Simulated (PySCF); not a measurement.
C2H5ClF2Si, SMILES CC(F)(F)[SiH2]Cl.

Geometry optimised at PBE0-D3(BJ)/def2-SVP. This is a generated structure with no PubChem entry under its InChIKey; it may be hypothetical. One conformer was computed; it need not be the lowest.

Calculation: TDDFT-PBE/def2-SVPD (PySCF).

Vertical excitations. Isolated molecule, no solvent.

| state | energy (eV) | λ (nm) | f | main pairs |
|---|---|---|---|---|
| S1 | 6.17 | 201 | 0.001 | HOMO→LUMO 99 % |
| S2 | 6.85 | 181 | 0.008 | HOMO−1→LUMO 99 % |
| S3 | 6.94 | 179 | 0.006 | HOMO→LUMO+1 93 % |
| S4 | 7.43 | 167 | 0.053 | HOMO→LUMO+2 69 %, HOMO→LUMO+3 13 % |
| S5 | 7.47 | 166 | 0.006 | HOMO−2→LUMO 69 %, HOMO→LUMO+3 25 % |
| S6 | 7.52 | 165 | 0.080 | HOMO→LUMO+3 39 %, HOMO−2→LUMO 22 %, HOMO→LUMO+2 17 %, HOMO→LUMO+4 10 % |
| S7 | 7.64 | 162 | 0.009 | HOMO−1→LUMO+1 79 %, HOMO→LUMO+3 13 % |
| S8 | 7.74 | 160 | 0.014 | HOMO→LUMO+4 84 % |
| S9 | 7.95 | 156 | 0.004 | HOMO−1→LUMO+2 80 %, HOMO−1→LUMO+3 18 % |
| S10 | 8.11 | 153 | 0.028 | HOMO−1→LUMO+3 61 %, HOMO−2→LUMO+1 21 %, HOMO−1→LUMO+2 12 % |
| T1 | 5.85 | 212 | 0 | HOMO→LUMO 99 % |
| T2 | 6.50 | 191 | 0 | HOMO−1→LUMO 99 % |
| T3 | 6.70 | 185 | 0 | HOMO→LUMO+1 93 % |
| T4 | 6.98 | 178 | 0 | HOMO→LUMO+2 52 %, HOMO→LUMO+3 44 % |
Triplets are in the Tamm–Dancoff approximation, which puts them higher than full response would, so one can lie above its singlet here.
